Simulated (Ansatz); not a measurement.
Consider the formal exchange of groups at the Si–Cl bond: `O=C[SiH](O)Cl` + `CF` → `O=C[SiH](O)CF` + HCl.

Gas-phase electronic energies from Ansatz, PBE0-D4/def2-TZVP geometries. CCSD(T)/CBS is the MP2 limit (def2-TZVPP, def2-QZVPP) plus CCSD(T) − MP2 in def2-TZVPP, frozen cores. This one scheme is used for every species. Functionals use def2-TZVPP. Each species was taken in one conformer, which may not be the lowest.

| level | ΔE (kcal/mol) | difference from CCSD(T)/CBS |
| --- | --- | --- |
| PBE-D4 | 28.4 | -1.3 |
| r2SCAN-D4 | 29.9 | 0.2 |
| PBE0-D4 | 29.4 | -0.3 |
| ωB97X-V | 29.2 | -0.5 |
| ωB97M-V | 29.3 | -0.4 |
| B2PLYP | 30.1 | 0.4 |
| PBE | 28.6 | -1.1 |
| r2SCAN | 30.1 | 0.4 |
| PBE0 | 29.6 | -0.1 |
| HF/def2-TZVPP | 32.3 | 2.6 |
| CCSD/def2-TZVPP | 29.1 | -0.6 |
| CCSD(T)/def2-TZVPP | 29.0 | -0.7 |
| MP2/def2-QZVPP | 31.2 | 1.5 |
| HF/CBS(def2) | 32.5 | 2.8 |
| MP2/CBS(def2) | 31.4 | 1.7 |
| CCSD/CBS(def2) | 29.8 | 0.1 |
| CCSD(T)/CBS | 29.7 | 0 |

Largest T1 diagnostic among the species: 0.014.

From PBE to PBE0 (25 % exact exchange), in def2-TZVPP and without D4, ΔE moves by +1.0 kcal/mol. In def2-TZVPP, CCSD(T) changes the Hartree–Fock value by −3.3 kcal/mol (the triples alone add −0.2 kcal/mol) and MP2 by −1.5 kcal/mol.
